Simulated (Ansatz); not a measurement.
Molecule: BiF$_{3}$, net charge 1, doublet state. 
Geometry from a B3LYP-D3(BJ)/def2-TZVP (Ansatz, a first-principles code) optimisation:
```xyz
4

Bi     0.0017     0.0009     0.1924
F     -1.4567    -1.0990    -0.5735
F     -0.2286     1.8023    -0.5984
F      1.6699    -0.7120    -0.6026
```
Charge +1, spin multiplicity 2.

Total electronic energies in hartree. Valence correlation only, unless marked. UHF or UKS for open shells. No spin-orbit coupling. Frozen are the shells of the preceding noble gas and the d and f shells that filled before the atom's block. Past Kr the def2 sets carry scalar-relativistic core potentials. CBS marks a two-point X^-3 extrapolation of the correlation energy; Hartree-Fock from the larger set. The bracket is a focal-point correction in the basis named.

```csv
level,program,energy (Eh)
HF/def2-TZVPPD,Ansatz,-511.63732
PBE0-D3(BJ)/def2-TZVPD,Ansatz + dftd3,-513.66323
PBE0-D4/def2-TZVP,Ansatz + dftd4,-513.66025
BHLYP-D3(BJ)/def2-TZVPD,Ansatz + dftd3,-513.70297
B2GP-PLYP-D3(BJ)/def2-TZVPD,Ansatz + dftd3,-513.32994
B2PLYP-D3(BJ)/def2-TZVPD,Ansatz + dftd3,-513.47233
CCSD(T)/def2-TZVPP,Ansatz,-512.52728
"RI-MP2/CBS(def2-TZVPPD,def2-QZVPPD)+[CCSD(T)-MP2]/def2-SVPD",Ansatz,-512.6824
"RI-MP2/CBS(def2-TZVPP,def2-QZVPP)+[CCSD(T)-MP2]/def2-TZVPP",Ansatz,-512.6884
```

Totals of different functionals don't rank their quality; only differences between species are comparable.
